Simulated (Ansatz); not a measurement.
C2H4AlFS (`F/C=C/[S][AlH2]`), relaxed with RKS PBE0-D4/def2-TZVP in Ansatz 0.2.0 from a PBE-D4/def2-SVP geometry. The force threshold is 0.005 eV/Å; the program also tests the step.

Charge 0, multiplicity 1.

Start:

```xyz
9

F    -1.613   -1.259    1.070
C    -1.037   -0.124    0.669
C     0.256    0.174    0.997
S     1.084    1.649    0.422
Al    0.787    0.159   -1.243
H    -1.714    0.548    0.111
H     0.803   -0.553    1.627
H     1.799   -1.068   -1.354
H    -0.365    0.474   -2.299
```

Question: By how much does the energy fall, and how many steps does the optimiser take? (An estimate is asked.)

Answer: Computed: 4.23 kJ/mol, in 8 steps.

Question: Which bonds change most? (Estimate.)

Answer: Computed: S4–Al5 from 2.254 to 2.224 Å; C2–C3 from 1.367 to 1.343 Å; C2–H6 from 1.105 to 1.085 Å; C3–H7 from 1.107 to 1.087 Å.

Question: Give the relaxed structure. (An estimate is asked.)

Answer: Computed: 
```xyz
9

F    -1.606   -1.242    1.086
C    -1.026   -0.122    0.671
C     0.243    0.167    1.001
S     1.066    1.619    0.413
Al    0.783    0.162   -1.242
H    -1.689    0.528    0.110
H     0.790   -0.543    1.617
H     1.784   -1.054   -1.355
H    -0.345    0.483   -2.301
```
